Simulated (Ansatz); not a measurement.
C₄H₁₂GeO₂, singlet, at a GFN2-xTB geometry, atoms displaced at random by about 0.08 Å a coordinate; PBE0/STO-3G, gradient in Ansatz (an electronic-structure program).

Ansatz was given this input:
Ansatz 0.2 input:
```yaml
crystal:
  periodic: [false, false, false]
  atoms:
    - {symbol: C, position_ang: [-1.99050565, -1.62980568, -0.96073455]}
    - {symbol: O, position_ang: [-0.61183400, -0.99504658, -0.96944241]}
    - {symbol: Ge, position_ang: [-0.13437713, 0.17065844, 0.25988550]}
    - {symbol: C, position_ang: [-0.93550112, 1.93683030, -0.19880260]}
    - {symbol: C, position_ang: [-0.29795289, -0.49848806, 2.01388850]}
    - {symbol: O, position_ang: [1.50305483, 0.49636225, -0.10780075]}
    - {symbol: C, position_ang: [2.49660947, -0.51268247, -0.70415954]}
    - {symbol: H, position_ang: [-1.78043163, -2.16292536, -1.94872820]}
    - {symbol: H, position_ang: [-2.31362569, -2.09622279, -0.15690286]}
    - {symbol: H, position_ang: [-2.61790253, -0.85488882, -1.20817007]}
    - {symbol: H, position_ang: [-1.91956972, 2.08641181, 0.25086985]}
    - {symbol: H, position_ang: [-0.33261930, 2.87478882, 0.41642731]}
    - {symbol: H, position_ang: [-0.90253335, 2.19054026, -1.07920931]}
    - {symbol: H, position_ang: [-0.00733939, -1.51644751, 2.13216213]}
    - {symbol: H, position_ang: [0.28096594, 0.06068852, 2.71177334]}
    - {symbol: H, position_ang: [-1.34750465, -0.57508104, 2.45079612]}
    - {symbol: H, position_ang: [3.38024439, 0.06967278, -1.05341233]}
    - {symbol: H, position_ang: [1.92200696, -1.14063375, -1.21652770]}
    - {symbol: H, position_ang: [2.81540069, -1.12856250, 0.28839623]}
basis:
  gaussian:
    orbitals: STO-3G
hamiltonian:
  xc: pbe0
output: {forces: true}
```

The log (banner, timings and long lists left out):

```
Functional definition: PBE0
788 factors; integrals over basis functions are off by at most 4.4e-5 eV
mean field evaluation 1: about -64176.0312 eV, gradient 3.3e1 eV
mean field evaluation 2: about -64175.2738 eV, gradient 3.8e1 eV
mean field evaluation 4: about -64179.5440 eV, gradient 1.1e0 eV
mean field evaluation 8: about -64179.4744 eV, gradient 7.2e-2 eV
mean field -64179.47444271 eV, -2358.5521833593 hartree, gradient 4.6e-5 eV, S^2 0.000000; 0 other end points of the search recorded, 0 dependent functions left out
the calculation of the forces begins
reference -64179.47446826 eV, -2358.5521842983 hartree; 42, 42 occupied and 18, 18 virtual orbitals, 788 factors
Total energy: -64179.47446826 eV, -2358.5521842983 hartree
Atom 0 at    -1.990506    -1.629806    -0.960735 Å, force     7.303087     2.763283    -7.314451 eV/Å
Atom 1 at    -0.611834    -0.995047    -0.969442 Å, force    -0.574125    -0.671537     0.979496 eV/Å
Atom 2 at    -0.134377     0.170658     0.259885 Å, force    -0.768088     0.530470    -0.763228 eV/Å
Atom 3 at    -0.935501     1.936830    -0.198803 Å, force     2.369628    -0.347972    15.588702 eV/Å
Atom 4 at    -0.297953    -0.498488     2.013889 Å, force    -2.975417     0.099683     0.056250 eV/Å
Atom 5 at     1.503055     0.496362    -0.107801 Å, force     2.193938    -0.021474    -1.201678 eV/Å
Atom 6 at     2.496609    -0.512682    -0.704160 Å, force     0.678404     3.710105     9.461186 eV/Å
Atom 7 at    -1.780432    -2.162925    -1.948728 Å, force    -1.595955    -0.703115     1.792324 eV/Å
Atom 8 at    -2.313626    -2.096223    -0.156903 Å, force    -1.708616    -3.808063     5.221941 eV/Å
Atom 9 at    -2.617903    -0.854889    -1.208170 Å, force    -2.996839     2.555362    -0.668520 eV/Å
Atom 10 at    -1.919570     2.086412     0.250870 Å, force    -0.411665    -0.422600    -0.548623 eV/Å
Atom 11 at    -0.332619     2.874789     0.416427 Å, force    -1.671222    -3.653918    -2.298028 eV/Å
Atom 12 at    -0.902533     2.190540    -1.079209 Å, force     0.207759     2.842653   -11.790192 eV/Å
Atom 13 at    -0.007339    -1.516448     2.132162 Å, force     1.020994    -1.251523    -0.401740 eV/Å
Atom 14 at     0.280966     0.060689     2.711773 Å, force     0.667572     0.771815     0.836946 eV/Å
Atom 15 at    -1.347505    -0.575081     2.450796 Å, force     1.239541     0.855631    -0.889434 eV/Å
Atom 16 at     3.380244     0.069673    -1.053412 Å, force    -0.679235    -0.706889    -0.704122 eV/Å
Atom 17 at     1.922007    -1.140634    -1.216528 Å, force    -2.240788    -3.769041    -4.511721 eV/Å
Atom 18 at     2.815401    -1.128562     0.288396 Å, force    -0.058975     1.227130    -2.845107 eV/Å
Dipole moment:    -0.199376    -0.183652     0.167342 e Å
```
